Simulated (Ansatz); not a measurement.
Species: HTe, net charge -1, singlet state. Whether it binds its extra electron was not tested at this geometry. 
Structure (B3LYP-D3(BJ)/def2-TZVP (Ansatz, a quantum-chemistry and plane-wave program) minimum search):
```xyz
2

Te     0.0000     0.0000    -0.0316
H      0.0000     0.0000     1.6422
```
Charge -1, spin multiplicity 1.

Basis-set convergence of Hartree-Fock and MP2 correlation energies (hartree) with Ansatz. Valence correlation only, unless marked. No spin-orbit coupling. Frozen are the shells of the preceding noble gas and the d and f shells that filled before the atom's block. In def2 rows, elements after Kr have scalar-relativistic effective core potentials. This anion needs diffuse functions, which these sets lack.

```csv
basis,functions,E(HF),"E(corr, MP2)"
def2-SVP,31,-267.59917,-0.10466
def2-TZVPP,64,-267.61833,-0.14503
def2-QZVPP,112,?,?
```

**Question.** Fill in the missing entries.

**Answer.** 
- def2-QZVPP, E(HF): -267.62173
- def2-QZVPP, E(corr, MP2): -0.16286
